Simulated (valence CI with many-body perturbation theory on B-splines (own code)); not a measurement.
Os³⁷⁺: magnetic and hyperfine properties of the levels

Computed by configuration interaction combined with many-body perturbation theory (CI+MBPT): three valence electrons over a frozen Dirac-Fock core [Kr], a basis of 9 s, 9 p, 10 d, 8 f, 5 g, 3 h, 1 i functions for each j, with the one-electron correlation potential Σ1, the two-electron term Σ2, the three-electron term Σ3, Breit, model QED; selected CI, second order for the rest (own B-spline code, finite nucleus).

No measured spectrum was set against this ion. As an estimate, large intervals hold to a few tenths of a per cent, small ones and those within an open d or f shell to about a per cent. Only levels of the ground parity were solved; by the run's estimate the other parity begins above the list, which can be wrong where configurations are misplaced.

A/g_I is the dipole constant over the nuclear g factor μ/I (μ in nuclear magnetons, uniformly magnetised nucleus), B/Q the quadrupole constant per barn. Both hold the static response of the core; the bare values leave it out. Large factors of s and p1/2 electrons are usually good to 5 to 10 %; those of open d and f shells near neutrality can be off by tens of per cent, and small factors of p3/2, d and f electrons come from cancelling terms and can be off by a factor of two or in sign, in half-filled shells by more. B is blank for J = 1/2, where it vanishes, and for nearly pure S terms. Energies count from the lowest level.

Levels are named by their leading jj configuration (3d3/2^4 stands for four electrons in 3d with j = 3/2), which in mixed levels can hold well under half, so a name can repeat and another be missing. Letters in brackets count levels of one name in rising energy.

```csv
Level,E (cm⁻¹),g,A/g_I (MHz),A/g_I bare,B/Q (MHz/b),B/Q bare
(4d3/2^3) J=3/2,0,0.699,30500,29400,-18400,-17800
(4d3/2^2 4d5/2) J=5/2 [a],143620,1.054,17000,16800,-9820,-9520
(4d3/2^2 4d5/2) J=3/2,163450,1.196,13300,13500,-4310,-4150
(4d3/2^2 4d5/2) J=7/2,176190,1.052,18300,18100,6760,6480
(4d3/2^2 4d5/2) J=9/2,178620,1.047,19000,18800,21200,20400
(4d3/2^2 4d5/2) J=1/2,180260,1.849,-14800,-12800,,
(4d3/2^2 4d5/2) J=5/2 [b],248720,1.283,10200,10700,30700,29600
(4d3/2 4d5/2^2) J=7/2 [a],317380,1.109,13800,13800,-1360,-1330
(4d3/2 4d5/2^2) J=9/2,332110,1.138,14200,14300,6270,5970
(4d3/2 4d5/2^2) J=3/2 [a],346250,1.126,16000,16000,-19100,-18400
(4d3/2 4d5/2^2) J=1/2,355620,1.479,-6130,-5090,,
(4d3/2 4d5/2^2) J=5/2 [a],361570,1.263,5110,5550,25000,24100
(4d3/2 4d5/2^2) J=11/2,363580,1.087,16200,16200,40600,39100
(4d3/2 4d5/2^2) J=5/2 [b],386330,1.102,17100,17100,-8860,-8540
(4d3/2 4d5/2^2) J=7/2 [b],390900,1.095,16700,16600,8260,8020
(4d3/2 4d5/2^2) J=3/2 [b],449640,0.922,26200,25600,24200,23300
(4d5/2^3) J=9/2,504250,1.156,11700,11800,3790,3660
(4d5/2^3) J=3/2,547680,1.102,13200,13200,3320,3180
(4d5/2^3) J=5/2,580800,1.163,11700,11800,3650,3520
```

(1) Take the isotope of mass number 189, with I = 3/2, μ = 0.6576 μN and Q = 0.86 b. What is the hyperfine structure of (4d3/2^3) J=3/2?

Results:

(1) From the table A = 13400 MHz, B = -15800 MHz. Shifts from the centre of gravity in MHz: F = 0: -70000, F = 1: -40800, F = 2: 1800, F = 3: 26200.
